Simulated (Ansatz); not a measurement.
Two isomers of CH4AlBrO: A = `C[O][AlH][Br]`, B = `[CH3][Al]([OH])[Br]`.

Gas-phase electronic energies from Ansatz, PBE0-D4/def2-TZVP geometries. CCSD(T)/CBS is the MP2 limit (def2-TZVPP, def2-QZVPP) plus CCSD(T) − MP2 in def2-TZVPP, frozen cores. DFT in def2-TZVPP. B3LYP here is the variant with VWN-RPA as its local correlation; programs differ in this. For Br outer-core shells are correlated without core-valence functions, which leaves a few kJ/mol of doubt a bond. Scalar relativity is left out up to krypton. One conformer a species, not always the lowest.

Question: Which isomer does CCSD(T)/CBS put lower? Give the gap. (An estimate is asked.)

Answer: Computed: B, by 109.7 kJ/mol.

Question: Give E(B) − E(A) in kJ/mol with r2SCAN-D4, B3LYP, B2PLYP, HF/def2-TZVPP, CCSD(T)/def2-TZVPP, LDA (SPW92), MP2/def2-TZVPP. (An estimate is asked.)

Answer: The calculation gave: r2SCAN-D4 -109.8, B3LYP -101.2, B2PLYP -104.9, HF/def2-TZVPP -89.6, CCSD(T)/def2-TZVPP -106.4, LDA (SPW92) -105.7, MP2/def2-TZVPP -113.7. None reverses the order clearly.

Question: Does the order hold for the free energy at 298.15 K (harmonic terms from PBE0-D4)? (Best estimate.)

Answer: Computed: Yes: G(B) − G(A) = -109.6 kJ/mol, for one conformer each. Modes under 60 cm⁻¹, often nearly free rotors, make the harmonic entropy too high.

Largest T1 diagnostic: 0.010.

In def2-TZVPP, CCSD(T) changes the Hartree–Fock value by −16.8 kJ/mol (the triples alone add −1.5 kJ/mol) and MP2 by −24.1 kJ/mol. Leaving LDA and LC-ωPBE aside and taking each functional with its dispersion term where it has one, the values, not all of them listed here, spread over 10.4 kJ/mol, from r2SCANh-D4 to B97M-V.
